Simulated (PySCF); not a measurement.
Run record: geometry optimisation, Sn(CCH)4 (`C#[C][Sn]([C]#C)([C]#C)[C]#C`).

Computed with PBE0-D3(BJ)/def2-SVP geometry optimisation, gas phase, def2 core potentials past Kr (PySCF 2.14.0). Start geometry: GFN2-xTB. A driver script takes a list of jobs; this job's settings line and coordinates (Å) are shown.

Input:
```
{"job": {"xc": "PBE0", "basis": "def2-SVP", "d3": "d3bj", "grid": 1, "maxiter": 30, "shake": 0.03, "kind": "geom"}, "charge": 0, "multiplicity": 1}
Sn     0.064740    -0.078240     0.010450
C     -0.021280    -0.020350     2.071880
C     -0.073660    -0.019460     3.253360
H      0.077150    -0.010040     4.321860
C      1.959000    -0.019060    -0.721580
C      3.089270     0.021330    -1.093810
H      4.123820     0.006350    -1.433700
C     -0.926040     1.716440    -0.709950
C     -1.543000     2.697570    -1.036830
H     -2.041800     3.534210    -1.415640
C     -1.004840    -1.706750    -0.671810
C     -1.534850    -2.672240    -1.076070
H     -2.137860    -3.501870    -1.475960
```

Output:
```
step   0  E = -520.63774904  max force = 0.091402
step   1  E = -520.65120688  max force = 0.012312
step   2  E = -520.65222187  max force = 0.007998
step   3  E = -520.65258827  max force = 0.002672
step   4  E = -520.65267431  max force = 0.001239
step   5  E = -520.65270646  max force = 0.000937
step   6  E = -520.65275690  max force = 0.000342
step   7  E = -520.65276493  max force = 0.000265
optimisation converged
```

Energies in Eh; «max force» is the largest Cartesian gradient component in Eh/bohr.

Question: How much energy does the optimisation release, in kcal/mol?

Answer: E(step 0) − E(last step) = 0.015016 Eh, which is 9.4 kcal/mol.

Question: Give the first gradient maximum in eV/Å.

Answer: With 1 Eh/bohr = 51.422 eV/Å, 4.700 eV/Å.

Summary of the converged run: final energy -520.65276 Eh after 7 steps; dipole 0.02 D.

The run took 1.9 min wall on an Arm Neoverse V1 with one thread, shared host with 32 logical CPUs at a one-minute load of 25, and the process peaked at 0.62 GiB of memory.
Labels such as C1 count atoms from 1, the log's own numbers from 0.
